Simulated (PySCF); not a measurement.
Compound: C6H5O (doublet state).
Geometry (GFN2-xTB, Å), atoms numbered from 1 in this order:
```
atom  x, y, z in Å
C1     2.7470    0.8778   -0.2098
C2     1.6511    0.3907   -0.1044
C3     0.3596   -0.1215    0.0163
C4    -0.0200   -1.4230    0.0738
O5    -1.3511   -1.5719    0.1900
C6    -1.9120   -0.3437    0.2135
C7    -0.8881    0.7274    0.1044
H8     3.7109    1.2789   -0.3033
H9     0.5709   -2.3181    0.0405
H10   -2.9734   -0.2731    0.3080
H11   -1.0205    1.3683   -0.7813
H12   -0.8732    1.4076    0.9703
```

As a line formula: `C1[CH]OC=C1C#C` [radical].

Computed, not measured: UKS B3LYP, pcH-1 on C H O, non-relativistic, mean-field spin-orbit, GIAO (PySCF). Isolated species at its GFN2-xTB geometry, gas phase. A GFN2-xTB geometry isn't a minimum of the functional, and hyperfine couplings can be far from their values at a DFT geometry. Stability of the SCF solution: not tested.

Break the g tensor into its mass correction, gauge correction and orbital-Zeeman/spin–orbit terms.

| Δg (ppm) | 1 | 2 | 3 |
| --- | --- | --- | --- |
| relativistic mass correction | -172 | -172 | -172 |
| gauge correction | -8 | 35 | 27 |
| orbital Zeeman/spin–orbit | -27 | 675 | 1636 |
| total | -207 | 537 | 1491 |

So g = 2.00211, 2.00286, 2.00381 and g_iso = 2.00293; the tensor is rhombic: the two nearest values differ by 44 % of g3 − g1. Axes: g3 points within 8° of the C6–H10 bond.

What are the electron Larmor frequencies g μB B/h along the three axes at 3350 mT?

93.8739, 93.9088, 93.9535 GHz for g1, g2 and g3, a range of 79.6 MHz.

At 9.365 GHz, how far is the centre of the isotropic spectrum from where a free electron (g = 2.002319) resonates?

B = hν/(g μB) with μB/h = 13.99624 MHz/mT gives 334.17 mT for the free electron and 334.07 mT at g_iso, 0.10 mT lower.

In a frozen sample, at which fields do the three g values resonate at 9.5, 34, 94 and 263 GHz (hyperfine left aside), and which band first spreads them over more than twice a line width of 0.5 mT?

| band | GHz | B(g3) mT | B(g2) mT | B(g1) mT | spread mT |
| --- | --- | --- | --- | --- | --- |
| X | 9.5 | 338.73 | 338.89 | 339.02 | 0.29 |
| Q | 34.0 | 1212.30 | 1212.88 | 1213.33 | 1.03 |
| W | 94.0 | 3351.66 | 3353.25 | 3354.50 | 2.84 |
| J | 263.0 | 9377.51 | 9381.98 | 9385.47 | 7.96 |

The spread grows in proportion to the frequency. Q band is the first where it exceeds 1.0 mT.

The Mulliken spin populations are largest on C6 (+0.88), C3 (+0.11), C7 (-0.10) and H11 (+0.07). No atom but C6 exceeds +0.15. The positive populations add up to 1.22 and the negative ones to -0.22, together 2S = 1. The angles at C6 add up to 360.0°, so it is planar; its axial dipolar tensor and the negative coupling of its proton fit spin in a p orbital normal to that plane.

The HOMO–LUMO gaps are 3.92 eV among the α and 4.84 eV among the β orbitals.
